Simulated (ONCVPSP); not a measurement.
## Reading a pseudo-wave (nitrogen (N))

Columns: radius, all-electron u(r) and pseudo u(r) of the 2p shell (level -10.15 eV) of nitrogen in the configuration [He] 2s2 2p2.75; PBE, scalar-relativistic, ONCV scheme, ONCVPSP 4.0.1.

```json
{"r (bohr)": "0.062", "all-electron": "0.0327", "pseudo": "0.0126"}
{"r (bohr)": "0.125", "all-electron": "0.1082", "pseudo": "0.0500"}
{"r (bohr)": "0.188", "all-electron": "0.2015", "pseudo": "0.1091"}
{"r (bohr)": "0.250", "all-electron": "0.2970", "pseudo": "0.1843"}
{"r (bohr)": "0.312", "all-electron": "0.3884", "pseudo": "0.2716"}
{"r (bohr)": "0.375", "all-electron": "0.4731", "pseudo": "0.3677"}
{"r (bohr)": "0.438", "all-electron": "0.5474", "pseudo": "0.4653"}
{"r (bohr)": "0.500", "all-electron": "0.6099", "pseudo": "0.5573"}
{"r (bohr)": "0.562", "all-electron": "0.6625", "pseudo": "0.6400"}
{"r (bohr)": "0.625", "all-electron": "0.7062", "pseudo": "0.7106"}
{"r (bohr)": "0.688", "all-electron": "0.7404", "pseudo": "0.7657"}
{"r (bohr)": "0.750", "all-electron": "0.7655", "pseudo": "0.8049"}
{"r (bohr)": "0.812", "all-electron": "0.7829", "pseudo": "0.8300"}
{"r (bohr)": "0.875", "all-electron": "0.7936", "pseudo": "0.8420"}
{"r (bohr)": "0.938", "all-electron": "0.7982", "pseudo": "0.8416"}
{"r (bohr)": "1.000", "all-electron": "0.7976", "pseudo": "0.8307"}
{"r (bohr)": "1.062", "all-electron": "0.7927", "pseudo": "0.8128"}
{"r (bohr)": "1.125", "all-electron": "0.7840", "pseudo": "0.7922"}
{"r (bohr)": "1.188", "all-electron": "0.7722", "pseudo": "0.7736"}
{"r (bohr)": "1.250", "all-electron": "0.7581", "pseudo": "0.7582"}
{"r (bohr)": "1.312", "all-electron": "0.7421", "pseudo": "0.7421"}
{"r (bohr)": "1.375", "all-electron": "0.7242", "pseudo": "0.7242"}
{"r (bohr)": "1.438", "all-electron": "0.7051", "pseudo": "0.7051"}
{"r (bohr)": "1.500", "all-electron": "0.6854", "pseudo": "0.6854"}
{"r (bohr)": "1.562", "all-electron": "0.6650", "pseudo": "0.6650"}
{"r (bohr)": "1.625", "all-electron": "0.6439", "pseudo": "0.6439"}
```

How many radial nodes do the two functions have?

The all-electron 2p function has n − l − 1 = 0; the pseudo-wave has 0.

At about which radius was the pseudo-wave matched?

1.25 bohr, where the columns begin to agree (steps of 0.06 bohr).

Where does each function peak?

Outermost all-electron maximum near 0.94 bohr, pseudo maximum near 0.88 bohr (to the table’s step).

Is the pseudo-wave norm-conserving?

Yes: the ONCV scheme keeps the norm inside the radius equal to the all-electron one, which fixes the energy derivative of the logarithmic derivative at the level.
